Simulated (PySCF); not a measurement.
PySCF 2.14 output of an unrestricted PBEsol calculation on a single atom or ion in aug-cc-pwCVTZ-DK with one added diffuse shell each of s, p, d, f, g type (11s10p8d5f4g, 152 functions), with the spin-free X2C one-electron Hamiltonian (Gaussian nucleus):

```
SCF conv_tol = 1e-09
number electrons alpha = 11  beta = 10
    J. P. Perdew, A. Ruzsinszky, G. I. Csonka, O. A. Vydrov, G. E. Scuseria, L. A. Constantin, X. Zhou, and K. Burke.,  Phys. Rev. Lett. 100, 136406 (2008)
    J. P. Perdew, A. Ruzsinszky, G. I. Csonka, O. A. Vydrov, G. E. Scuseria, L. A. Constantin, X. Zhou, and K. Burke.,  Phys. Rev. Lett. 100, 136406 (2008)
cycle= 1 E= -762.91241400192  delta_E= -0.0111  |g|= 0.0329  |ddm|= 1.44
cycle= 2 E= -762.91266707058  delta_E= -0.000253  |g|= 0.0119  |ddm|= 0.248
cycle= 3 E= -762.912716355728  delta_E= -4.93e-05  |g|= 0.00453  |ddm|= 0.121
cycle= 4 E= -762.912718620786  delta_E= -2.27e-06  |g|= 7.23e-05  |ddm|= 0.0252
cycle= 5 E= -762.912718625599  delta_E= -4.81e-09  |g|= 1.94e-05  |ddm|= 0.000754
cycle= 6 E= -762.912718625672  delta_E= -7.3e-11  |g|= 2.71e-06  |ddm|= 0.000271
converged SCF energy = -762.912718625672  <S^2> = 0.75754569  2S+1 = 2.0075315
```

The run itself started from symmetry-adapted Hartree-Fock orbitals and held the occupation by maximum overlap, on a logarithmic radial grid, so the iterations belong to that start.

Which element, charge and spin multiplicity is this?

Sc (scandium, neutral), multiplicity 2; the state was [Ar] 4s2 4p1, 2P determinant (an excited configuration).
